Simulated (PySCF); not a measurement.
C$_{4}$H$_{9}$KO, singlet, at a GFN2-xTB geometry (such geometries of metal compounds can be far from the true shape); DF-PBE/6-311+G(2d,p) (PySCF).

Input for PySCF:
```python
from pyscf import gto, scf, dft

mol = gto.Mole()
mol.atom = '''
    K     1.42779849    1.48108828    0.73251748
    O    -0.30575316    0.23618669    0.77032134
    C    -0.61825083   -0.59953836   -0.24716901
    C     0.48003315   -1.66199381   -0.49180791
    C    -1.92981809   -1.35475153    0.09418322
    C    -0.84976524    0.15681569   -1.57728823
    H     0.18498752   -2.36253326   -1.26882991
    H     0.65567525   -2.20905810    0.43122111
    H     1.41302372   -1.17137511   -0.79264350
    H    -1.78575666   -1.90983406    1.01594286
    H    -2.21157841   -2.03687011   -0.70358281
    H    -2.72196017   -0.62935738    0.25174394
    H     0.07395721    0.66011071   -1.88568915
    H    -1.62256868    0.90697192   -1.42845098
    H    -1.16111981   -0.52141748   -2.36762280
'''
mol.basis = '6-311+g(2d,p)'
mol.verbose = 4
mol.max_memory = 1800
mol.build()

mf = dft.RKS(mol)
mf.xc = 'pbe'
mf = mf.density_fit(auxbasis='def2-universal-jkfit')
mf.kernel()
```

Q: Write the output that PySCF gives for this input, abridged.

A: 
```
PySCF version 2.14.0

[INPUT] verbose = 4
[INPUT] num. atoms = 15
[INPUT] num. electrons = 60
[INPUT] charge = 0
[INPUT] spin (= nelec alpha-beta = 2S) = 0
[INPUT] symmetry False subgroup None
[INPUT] Mole.unit = angstrom
[INPUT] Symbol           X                Y                Z      unit          X                Y                Z       unit  Magmom
[INPUT]  1 K      1.427798490000   1.481088280000   0.732517480000 AA    2.698148107168   2.798851215503   1.384257418657 Bohr   0.0
[INPUT]  2 O     -0.305753160000   0.236186690000   0.770321340000 AA   -0.577789734120   0.446328158368   1.455696360508 Bohr   0.0
[INPUT]  3 C     -0.618250830000  -0.599538360000  -0.247169010000 AA   -1.168324744985  -1.132963301571  -0.467081735380 Bohr   0.0
[INPUT]  4 C      0.480033150000  -1.661993810000  -0.491807910000 AA    0.907131184212  -3.140713121622  -0.929382255795 Bohr   0.0
[INPUT]  5 C     -1.929818090000  -1.354751530000   0.094183220000 AA   -3.646827660331  -2.560109358535   0.177980491330 Bohr   0.0
[INPUT]  6 C     -0.849765240000   0.156815690000  -1.577288230000 AA   -1.605823573775   0.296338706135  -2.980642774200 Bohr   0.0
[INPUT]  7 H      0.184987520000  -2.362533260000  -1.268829910000 AA    0.349575749263  -4.464540821576  -2.397741028557 Bohr   0.0
[INPUT]  8 H      0.655675250000  -2.209058100000   0.431221110000 AA    1.239046649156  -4.174514802252   0.814889797031 Bohr   0.0
[INPUT]  9 H      1.413023720000  -1.171375110000  -0.792643500000 AA    2.670227838314  -2.213578147032  -1.497879129417 Bohr   0.0
[INPUT] 10 H     -1.785756660000  -1.909834060000   1.015942860000 AA   -3.374591012518  -3.609063316766   1.919853763607 Bohr   0.0
[INPUT] 11 H     -2.211578410000  -2.036870110000  -0.703582810000 AA   -4.179277497901  -3.849126659213  -1.329578816852 Bohr   0.0
[INPUT] 12 H     -2.721960170000  -0.629357380000   0.251743940000 AA   -5.143759243275  -1.189313082674   0.475727100119 Bohr   0.0
[INPUT] 13 H      0.073957210000   0.660110710000  -1.885689150000 AA    0.139758871837   1.247428453792  -3.563436049564 Bohr   0.0
[INPUT] 14 H     -1.622568680000   0.906971920000  -1.428450980000 AA   -3.066210423497   1.713928531471  -2.699381134567 Bohr   0.0
[INPUT] 15 H     -1.161119810000  -0.521417480000  -2.367622800000 AA   -2.194198438707  -0.985336233761  -4.474158658276 Bohr   0.0

nuclear repulsion = 317.424369941091
number of shells = 111
number of NR pGTOs = 348
number of NR cGTOs = 237
basis = 6-311+g(2d,p)
ecp = {}

******** <class 'pyscf.df.df_jk.DFRKS'> ********
method = DFRKS
initial guess = minao
damping factor = 0
level_shift factor = 0
DIIS = <class 'pyscf.scf.diis.CDIIS'>
diis_start_cycle = 1
diis_space = 8
diis_damp = 0
SCF conv_tol = 1e-09
SCF conv_tol_grad = None
SCF max_cycles = 50
direct_scf = False
XC library pyscf.dft.libxc version 7.1.2
    S. Lehtola, C. Steigemann, M. J. T. Oliveira, and M. A. L. Marques,  SoftwareX 7, 1–5 (2018)
XC functionals = pbe
    J. P. Perdew, K. Burke, and M. Ernzerhof,  Phys. Rev. Lett. 77, 3865 (1996)
    J. P. Perdew, K. Burke, and M. Ernzerhof,  Phys. Rev. Lett. 78, 1396 (1997)
    J. P. Perdew, K. Burke, and M. Ernzerhof,  Phys. Rev. Lett. 77, 3865 (1996)
    J. P. Perdew, K. Burke, and M. Ernzerhof,  Phys. Rev. Lett. 78, 1396 (1997)
radial grids:
    Treutler-Ahlrichs [JCP 102, 346 (1995); DOI:10.1063/1.469408] (M4) radial grids

becke partition: Becke, JCP 88, 2547 (1988); DOI:10.1063/1.454033
pruning grids: <function nwchem_prune>
grids dens level: 3
symmetrized grids: False
atomic radii adjust function: <function treutler_atomic_radii_adjust>
small_rho_cutoff = 0
Set gradient conv threshold to 3.16228e-05
Initial guess from minao.
tot grids = 178872
init E= -832.620897766833
  HOMO = -0.34844252399859  LUMO = -0.0807122020194835  gap/eV = 7.28531
cycle= 1 E= -832.22686397977  delta_E= 0.394  |g|= 1.25  |ddm|= 3.39

WARN: HOMO 0.00145773424096174 == LUMO 0.00227792877233357

cycle= 2 E= -822.643814874752  delta_E= 9.58  |g|= 3.98  |ddm|= 12.6
  HOMO = -0.295291449634268  LUMO = -0.0819441449862462  gap/eV = 5.80548
cycle= 3 E= -832.377082030902  delta_E= -9.73  |g|= 0.857  |ddm|= 12.5
  HOMO = -0.204047143028305  LUMO = -0.0654063314335159  gap/eV = 3.77261
cycle= 4 E= -832.518776981746  delta_E= -0.142  |g|= 0.397  |ddm|=  1.3
  HOMO = -0.136859286187943  LUMO = -0.054025024425747  gap/eV = 2.25404
cycle= 5 E= -832.557137915207  delta_E= -0.0384  |g|= 0.101  |ddm|= 0.947
  HOMO = -0.125761563437959  LUMO = -0.0530685290939544  gap/eV = 1.97808
cycle= 6 E= -832.55800992642  delta_E= -0.000872  |g|= 0.0749  |ddm|= 0.325
  HOMO = -0.133175849076688  LUMO = -0.0543983215878348  gap/eV = 2.14365
cycle= 7 E= -832.559021506637  delta_E= -0.00101  |g|= 0.0175  |ddm|= 0.225
  HOMO = -0.13301973200992  LUMO = -0.0547733693734045  gap/eV = 2.12919
cycle= 8 E= -832.559082651727  delta_E= -6.11e-05  |g|= 0.00265  |ddm|= 0.0277
  HOMO = -0.133071025863211  LUMO = -0.0549361744821042  gap/eV = 2.12616
cycle= 9 E= -832.559084122922  delta_E= -1.47e-06  |g|= 0.000602  |ddm|= 0.00672
  HOMO = -0.133059382321314  LUMO = -0.0549672938651335  gap/eV = 2.12499
cycle= 10 E= -832.559084195091  delta_E= -7.22e-08  |g|= 0.000242  |ddm|= 0.00154
  HOMO = -0.133056823948833  LUMO = -0.0549737615441269  gap/eV = 2.12475
cycle= 11 E= -832.559084208755  delta_E= -1.37e-08  |g|= 5.72e-05  |ddm|= 0.000365
  HOMO = -0.133054467961233  LUMO = -0.05497740703856  gap/eV = 2.12459
cycle= 12 E= -832.559084209347  delta_E= -5.93e-10  |g|= 2.9e-05  |ddm|= 0.000157
  HOMO = -0.133065230631139  LUMO = -0.0549782087169578  gap/eV = 2.12486
Extra cycle  E= -832.559084208488  delta_E= 8.59e-10  |g|= 6.88e-05  |ddm|= 0.0003
converged SCF energy = -832.559084208488
```
